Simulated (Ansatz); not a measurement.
Consider the cleavage of the In–B bond: `[InH2][BH][TeH]` + H₂S → `[SH][InH2]` + `B[TeH]`.

Isolated molecules relaxed with PBE0-D4/def2-TZVP in Ansatz; ΔE leaves out vibrations. CCSD(T)/CBS is the MP2 limit (def2-TZVPP, def2-QZVPP) plus CCSD(T) − MP2 in def2-TZVPP, frozen cores. This one scheme is used for every species. Functionals use def2-TZVPP. B3LYP here is the variant with VWN-RPA as its local correlation; programs differ in this. Elements past krypton have def2 core potentials. For In, Te outer-core shells are correlated without core-valence functions, which leaves a few kJ/mol of doubt a bond.

`[InH2][BH][TeH]`:

```xyz
7

In   -1.368   -0.137    0.032
B     0.766   -0.677    0.381
Te    2.399    0.512   -0.200
H    -2.203   -0.576   -1.419
H    -2.281    0.791    1.174
H     1.139   -1.677    0.922
H     1.548    1.764   -0.890
```

H₂S:

Z-matrix (Å, degrees):
```
S
H 1 1.341
H 1 1.341 2 92.3
```

`[SH][InH2]`:

Z-matrix (Å, degrees):
```
In
S 1 2.389
H 1 1.712 2 116.1
H 1 1.710 2 114.1 3 -180.0
H 2 1.343 1 94.5 3 -0.0
```

`B[TeH]`:

Z-matrix (Å, degrees):
```
B
Te 1 2.099
H 1 1.189 2 120.6
H 1 1.191 2 116.2 3 -180.0
H 2 1.659 1 96.2 3 -0.0
```

Task: Is it downhill or uphill in electronic energy at CCSD(T)/CBS, and by how much? (Estimate.)

Result: Ansatz gave: Downhill: ΔE = -0.98 eV.

Task: What do these levels give: r2SCAN, B3LYP, BHLYP, RPA@PBE/def2-TZVPP, CCSD(T)/def2-TZVPP, SCS-MP2/def2-QZVPP? (An estimate is asked.)

Result: Computed: r2SCAN -1.05, B3LYP -1.08, BHLYP -1.12, RPA@PBE/def2-TZVPP -0.94, CCSD(T)/def2-TZVPP -0.97, SCS-MP2/def2-QZVPP -1.03 eV.

Task: What do rigid-rotor, harmonic-oscillator terms from PBE0-D4/def2-TZVP frequencies (298.15 K, 1 bar) make of the CCSD(T)/CBS value? (Best estimate.)

Result: Computed: ΔZPE = +0.06 eV, ΔH = -0.95 eV, ΔS = 0 J/(mol·K), ΔG = -0.95 eV.

Largest T1 diagnostic among the species: 0.016.

From BLYP to BHLYP (50 % exact exchange), in def2-TZVPP and without D4, ΔE moves by −0.05 eV. The D4 term adds +0.03 eV with B3LYP and +0.02 eV with PBE0; it sums over pairs of atoms, weighted by their polarisabilities, and B3LYP, whose exchange is more repulsive, gets the larger term. Leaving LDA and LC-ωPBE aside and taking each functional with its dispersion term where it has one, the values, not all of them listed here, spread over 0.10 eV, from BHLYP-D4 to PBE-D4. LDA lies +0.04 eV from PBE without D4.
